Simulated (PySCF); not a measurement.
C3H4ClNSi, SMILES C1=CN=C[Si@@H]1Cl. Geometry: PBE0-D3(BJ)/def2-SVP. The structure was generated by enumeration; whether it is a known compound was not checked.

Computed with PBE0-D3(BJ)/def2-SVP (PySCF).

Harmonic wavenumbers (cm⁻¹): 103, 146, 355, 419, 489, 587, 633, 676, 737, 787, 809, 867, 886, 964, 1011, 1140, 1288, 1333, 1600, 1668, 2257, 3164, 3203, 3261. Rotational constants (GHz): 5.357, 1.599, 1.409; symmetry number 1.

### Question
Work out the zero-point energy and the ideal-gas rigid-rotor harmonic-oscillator thermochemistry at 298.15 K and 1 atm.

### Answer
ZPE = ½ Σ hcν = ½ × 28382 cm⁻¹ = 169.76 kJ/mol. H − E(el) = 188.06 kJ/mol. Entropy in J/(mol K): translation 168.20, rotation 115.81, vibration 47.54, total 331.56. G − E(el) = 89.21 kJ/mol. Cp = 98.41 J/(mol K). Modes under 150 cm⁻¹ make the vibrational entropy uncertain.
